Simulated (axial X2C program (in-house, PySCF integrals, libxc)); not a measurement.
## Worked dissociation energy of GaH⁺: MP2, without spin–orbit coupling

Calculated with an in-house relativistic program for diatomic molecules. Spin-free means the one-electron spin-free X2C Hamiltonian. Basis: Ga dyall-cv3z [9s9p7d4f1g], H dyall-v3z [6s2p1d] (cores contracted in-house); Gaussian nuclei, density fitting, unrestricted open shells. Masses: Ga 68.926 u, H 1.008 u.

Molecular state: M_S = 1/2, Λ = 0 (beyond evenly filled blocks: σα).

Correlated methods: 13 electrons correlated (number of frozen shells: Ga 3 s, 2 p; H none), 193 virtual spin orbitals or spinors in MP2.

| Property | Result |
| --- | --- |
| E(Ga+) (2M_S = 0, M_L = 0) | -1942.549916 hartree |
| E(H) (2M_S = 1, M_L = 0) | -0.500004 hartree |
| E(GaH⁺) at Re | -1943.056742 hartree |
| ωe | 1327.8 cm⁻¹ |
| ωexe | 201 cm⁻¹ |

(1) Work out De and D0.

The state is a single determinant with fixed occupations, the lowest that a limited PBE0 search found. Dissociation energies refer to the lowest single-determinant-based atoms at the same level and basis.

Each atomic determinant is the lowest at this level and need not be a pure term. Totals compare only within one Hamiltonian and basis.

Results:

(1) De = -1942.549916 + (-0.500004) − (-1943.056742) = 0.00682 hartree = 0.186 eV. The zero-point energy is ωe/2 − ωexe/4 = 614 cm⁻¹ = 0.076 eV, so D0 = 0.110 eV.
